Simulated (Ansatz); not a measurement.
The input (input.yaml):

```yaml
crystal:
  periodic: [false, false, false]
  atoms:
    - { symbol: Al, position_ang: [-0.9296, 1.5565, -0.0212] }
    - { symbol: C, position_ang: [0.6307, -0.0747, -0.4164] }
    - { symbol: C, position_ang: [0.3665, -1.525, 0.0184] }
    - { symbol: Cl, position_ang: [-2.6816, 0.7554, -0.626] }
    - { symbol: Cl, position_ang: [-0.2861, 3.4662, -0.1018] }
    - { symbol: H, position_ang: [0.222, 0.4894, 0.7941] }
    - { symbol: F, position_ang: [-0.2348, 0.8719, 1.8501] }
    - { symbol: H, position_ang: [0.3219, 0.0044, -1.4723] }
    - { symbol: H, position_ang: [1.704, 0.1252, -0.4252] }
    - { symbol: H, position_ang: [0.8011, -2.2394, -0.6798] }
    - { symbol: H, position_ang: [0.7903, -1.7137, 1.0024] }
    - { symbol: H, position_ang: [-0.7043, -1.7163, 0.0777] }
magnetization:
  spin_polarized: true
basis:
  gaussian: { orbitals: "6-31G" }
hamiltonian:
  xc: hf
md:
  timestep: 0.5
  n_steps: 150
  ensemble: nve
  temperature: 1000.0
  initial_velocities: maxwell_boltzmann
  seed: 595100
```

Command:

```bash
$ ansatz run input.yaml --threads 1 --pin off --max-ram 2048MiB --backend cpu --events-out ev --progress --plain --runs-dir out
```

Hardware: 1 thread of Intel(R) Xeon(R) Platinum 8375C CPU @ 2.90GHz (Ice Lake) (shared host).

Task: Roughly how long does this run take, and how much memory?

Result: 9.2 min, with a peak of 0.3 GiB, for 151 ionic steps.
